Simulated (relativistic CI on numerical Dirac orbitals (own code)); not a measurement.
**Lu4+: 3d photoemission**

Computed with this model: Dirac-Coulomb-Breit CI, KLI orbitals optimised for each configuration, a model potential for QED, valence Slater integrals scaled by 0.8, multiplet model of photoemission in the sudden approximation; configurations [Xe] 4f13 → [Ar] 3d9 4s2 4p6 4d10 4f13 5s2 5p6; 300 K; Lorentzian 0.63 eV and Gaussian 0.7 eV FWHM. Energies are those of the free ion, without screening or charge transfer. The energies are binding energies and can lie tens of eV above those of solids. S is read from ⟨S²⟩ = S(S + 1).

Field parameters in Wybourne normalisation; cubic f-shell fields have B⁴₄ = √(5/14) B⁴₀ and B⁶₄ = −√(7/2) B⁶₀. The field is a parameter set, without covalency.

free ion: ground-state S = 0.50, centroid 1671.62 eV. Peaks (eV, height): 1649.1 (100), 1651.7 (61), 1654.6 (30), 1701.4 (46), 1702.1 (51), 1703.5 (70).

Oh, B40 = -3460, B60 = 770 cm⁻¹: ground-state S = 0.50, centroid 1671.62 eV. Peaks (eV, height): 1649.2 (100), 1651.8 (56), 1654.7 (27), 1701.5 (50), 1702.0 (50), 1703.6 (62).

Strongest unbroadened transitions for Oh, B40 = -3460, B60 = 770 cm⁻¹:

| Energy (eV) | Relative strength |
| --- | --- |
| 1649.10 | 29.0 |
| 1649.12 | 85.2 |
| 1649.29 | 100.0 |
| 1651.10 | 32.1 |
| 1651.74 | 38.3 |
| 1651.76 | 23.1 |
| 1651.82 | 20.7 |
| 1652.18 | 19.0 |
| 1652.99 | 36.7 |
| 1701.25 | 29.0 |
| 1701.28 | 26.7 |
| 1701.32 | 27.3 |
| 1701.99 | 23.3 |
| 1702.26 | 29.1 |
| 1702.28 | 21.4 |
| 1703.54 | 61.9 |
| 1703.55 | 40.8 |
| 1704.00 | 29.7 |
